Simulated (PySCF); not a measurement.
# Computed vibrations of [Bi3]3+

[Bi3]3+ (singlet). PySCF 2.14.0, RKS PBE0, Bi def2-SVP with ECP60; non-relativistic Hamiltonian with scalar-relativistic core potentials where named; density fitting; no spin-orbit coupling. Central differences of gradients.

```xyz
3

Bi    0.0000    0.0000    2.8318
Bi    0.0000    0.0000    0.0000
Bi    0.0000    0.0000   -2.8318
```

Run from Python with OMP_NUM_THREADS=2. Where DIIS fails, smearing, a level shift and second-order steps follow.
It took 18 s on 2 threads of Arm Neoverse V1, with other jobs on the host.

Question: What are the harmonic wavenumbers and infrared intensities?

Answer: Modes are labelled in D∞h; negative numbers are unstable modes, those under 60 cm⁻¹ near the noise; a finer grid moves soft modes by up to 10 cm⁻¹.
```
cm⁻¹  km/mol  symmetry
 -16       –        πu
 -16       –        πu
 100     0.0       σg+
 169    59.5       σu+
```

Question: Is this a minimum?

Answer: Yes, within the noise of the softest modes.
